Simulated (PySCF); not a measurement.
Species: C4H11As.
Z-matrix (Å and degrees, PBE0-D3(BJ)/def2-SVP geometry), rows numbered from 1:
```
C 
C   1  1.5262
C   2  1.5252  1  110.86
C   2  1.5293  1  110.19  3   125.08
As  4  1.9864  2  113.89  1   175.61
H   1  1.1013  2  111.27  3    57.60
H   1  1.1028  2  110.76  3   -62.05
H   1  1.1010  2  111.53  3   178.08
H   2  1.1065  1  107.58  3  -117.82
H   3  1.1031  2  110.68  1    63.12
H   3  1.1012  2  112.13  1  -176.95
H   3  1.1008  2  111.10  1   -56.41
H   4  1.0997  2  110.38  1    52.64
H   4  1.1039  2  109.83  1   -65.26
H   5  1.5262  4   95.00  2  -162.46
H   5  1.5281  4   94.96  2   -70.04
```

Level: CAM-B3LYP/def2-SVPD in PySCF, non-relativistic, on one gas-phase PBE0-D3(BJ)/def2-SVP geometry that isn't relaxed in the solvent. The solvent is an IEF-PCM continuum (Bondi radii, 1.10 Å for H, scaled by 1.2), and excitations are vertical TDDFT with non-equilibrium linear response and a frozen core. The model holds no explicit solvent molecules, cavitation or dispersion. Spin–orbit coupling is left out although an atom past zinc is present.

Gas-phase singlets (H = HOMO, L = LUMO):

```json
{"state": "S1", "E (eV)": "6.300", "λ (nm)": "197", "f": "0.075", "leading configurations": "H→L 84%"}
{"state": "S2", "E (eV)": "6.721", "λ (nm)": "184", "f": "0.074", "leading configurations": "H→L+1 44%, H→L+2 39%"}
{"state": "S3", "E (eV)": "6.861", "λ (nm)": "181", "f": "0.137", "leading configurations": "H→L+2 50%, H→L+1 29%"}
{"state": "S4", "E (eV)": "7.887", "λ (nm)": "157", "f": "0.023", "leading configurations": "H→L+3 24%, H-1→L 17%"}
{"state": "S5", "E (eV)": "8.053", "λ (nm)": "154", "f": "0.002", "leading configurations": "H→L+4 74%, H→L+3 14%"}
```

Question: Give the list for chloroform (ε = 4.711), n² = 2.09.

Answer: 
```csv
state,E (eV),λ (nm),f,leading configurations,change by rank (eV)
S1,6.307,197,0.113,H→L 86%,+0.007
S2,6.667,186,0.120,"H→L+1 45%, H→L+2 41%",-0.054
S3,6.790,183,0.194,"H→L+2 51%, H→L+1 36%",-0.071
S4,7.961,156,0.055,"H-1→L 37%, H→L+3 20%",+0.074
S5,8.162,152,0.012,"H→L+5 50%, H-1→L 27%",+0.109
```

Question: What are the lowest 5 singlets in dimethylsulfoxide (ε = 46.83)?

Answer: 
```json
{"state": "S1", "E (eV)": "6.338", "λ (nm)": "196", "f": "0.117", "leading configurations": "H→L 86%", "change by rank (eV)": "+0.038"}
{"state": "S2", "E (eV)": "6.679", "λ (nm)": "186", "f": "0.130", "leading configurations": "H→L+1 44%, H→L+2 42%", "change by rank (eV)": "-0.042"}
{"state": "S3", "E (eV)": "6.788", "λ (nm)": "183", "f": "0.199", "leading configurations": "H→L+2 50%, H→L+1 40%", "change by rank (eV)": "-0.073"}
{"state": "S4", "E (eV)": "7.991", "λ (nm)": "155", "f": "0.065", "leading configurations": "H-1→L 48%, H→L+3 16%", "change by rank (eV)": "+0.104"}
{"state": "S5", "E (eV)": "8.191", "λ (nm)": "151", "f": "0.014", "leading configurations": "H-1→L 31%, H→L+3 31%", "change by rank (eV)": "+0.138"}
```

Question: The ground-state energy changes by -0.058 eV from gas to dimethylsulfoxide. By how much does the total energy of gas-phase S1 change?

Answer: E(S1) = E(S0) + excitation energy, so it changes by -0.058 + 0.038 = -0.020 eV: it is lowered less than the ground state, which is what a blue shift means. This is the vertical state, with the slow part of the continuum still set for S0.

Question: How do the frontier levels move from gas to dimethylsulfoxide?

Answer: 
| orbital | gas (eV) | solvent (eV) | change (eV) |
| --- | --- | --- | --- |
| LUMO+2 | 1.75 | 1.84 | +0.09 |
| LUMO+1 | 1.63 | 1.72 | +0.09 |
| LUMO | 1.04 | 1.22 | +0.18 |
| HOMO | -8.36 | -8.31 | +0.05 |
| HOMO-1 | -10.15 | -9.97 | +0.18 |
| HOMO-2 | -10.59 | -10.36 | +0.23 |
| HOMO-3 | -10.89 | -10.69 | +0.20 |

The HOMO–LUMO gap goes from 9.40 to 9.54 eV.
